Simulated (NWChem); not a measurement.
System: C2H5NOSi; SMILES N#CC[SiH2]O

```xyz
10

N      0.3520     2.8537     0.0000
C     -0.1895     1.8256     0.0000
C     -0.8146     0.5105     0.0000
Si     0.4843    -0.8806     0.0000
O     -0.4292    -2.2720     0.0000
H     -1.4563     0.4017     0.8829
H     -1.4563     0.4017    -0.8829
H      1.3378    -0.7559    -1.2114
H      1.3378    -0.7559     1.2114
H      0.0385    -3.1182     0.0000
```
Atoms are numbered in this order, from 1.

Program: NWChem. Pople sets run with spherical d functions. Geometry: optimised at B3LYP/6-31G* (spherical d). Level: B3LYP/6-31G* with SMD (1 M gas to 1 M solution), gas-phase geometry. Reactions with the solvent are ignored.

Problem. Predict the results for solvent water. Quantities: solvation free energy (kcal/mol); cavity-dispersion-structure term (kcal/mol); dipole in solution (D).

Solution. 
- solvation free energy (kcal/mol): -7.1
- cavity-dispersion-structure term (kcal/mol): 4.7
- dipole in solution (D): 5.59
